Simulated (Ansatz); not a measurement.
```xyz
3

N     0.0000    0.3932   -0.3554
H     0.0000    1.1982    0.2123
O     0.0000   -0.4938    0.2845
```

Basis set: 6-31G* (spherical functions). Correlated methods keep 2 orbitals frozen. Charge 0, multiplicity 1.

Computed with Ansatz (development build ahead of 0.2.0); each method stands on the lowest determinant of its kind that the runs found. Restricted open shells among the atoms or ions are ROHF, correlated in semicanonical orbitals with singles.

Q: Give the atomization energy at this shape (free ground-state atoms in the same class of orbitals less the molecule, no zero-point energy) of singlet HNO by RHF-MP2, RHF.

A:

```
 method  atomization energy
RHF-MP2             6.70 eV
    RHF             2.93 eV
```

Caution: no unrestricted run beside it, a lower state can exist; the shape is not the minimum.
